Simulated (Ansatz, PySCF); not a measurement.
C₂H₄NO, SMILES CC([NH])=O (connectivity only; charge and spin as stated), charge -1, multiplicity 1. Atoms are numbered in the order given.

```xyz
8

C     -0.1313    -1.3636     0.0000
C      0.0067     0.1640     0.0000
N     -1.1351     0.8174     0.0000
O      1.1888     0.6143     0.0000
H      0.3786    -1.7770    -0.8852
H     -1.1849    -1.6754     0.0000
H      0.3786    -1.7770     0.8852
H     -0.8951     1.8129     0.0000
```
Charge -1, spin multiplicity 1.

Geometry optimised at PBE0-D3(BJ)/def2-SVPD. The multiplicity is an assumed one; other spin states were not compared. The isomer is the one that the SMILES or the coordinates give; other isomers of the formula were not compared. The values are those of a single conformer.

Two levels are set side by side: PBE-D3(BJ)/def2-SVPD (Ansatz, an electronic-structure program) and PBE0-D3(BJ)/def2-SVPD (Ansatz). Each level has its own optimised geometry; the coordinates shown are those of the second. Frequencies come from the Hessian of PySCF at each geometry. Differences are taken from unrounded values.

```csv
quantity,PBE0-D3(BJ)
mean bond length (Å),1.206
bond C1–C2 (Å),1.534
bond C2–N3 (Å),1.316
bond C2–O4 (Å),1.265
bond C1–H5 (Å),1.102
bond C1–H6 (Å),1.099
bond C1–H7 (Å),1.102
bond N3–H8 (Å),1.024
highest harmonic wavenumber (cm⁻¹),3465
mean harmonic wavenumber (cm⁻¹),1481
zero-point energy (kcal/mol),38.10
```

Q: What does PBE-D3(BJ) give, and how far is it from PBE0-D3(BJ)? (An estimate is asked for; the answer gives what the named calculation found.)

A: 
| quantity | PBE-D3(BJ) | PBE-D3(BJ) minus PBE0-D3(BJ) |
|---|---|---|
| mean bond length (Å) | 1.217 | 0.011 |
| bond C1–C2 (Å) | 1.546 | 0.012 |
| bond C2–N3 (Å) | 1.329 | 0.013 |
| bond C2–O4 (Å) | 1.279 | 0.014 |
| bond C1–H5 (Å) | 1.110 | 0.008 |
| bond C1–H6 (Å) | 1.107 | 0.008 |
| bond C1–H7 (Å) | 1.110 | 0.008 |
| bond N3–H8 (Å) | 1.035 | 0.011 |
| highest harmonic wavenumber (cm⁻¹) | 3321 | -144 |
| mean harmonic wavenumber (cm⁻¹) | 1425 | -56 |
| zero-point energy (kcal/mol) | 36.66 | -1.44 |

GGA bonds tend to be longer and softer than those of functionals with exact exchange. Differences between two approximate levels are no errors against the true value.
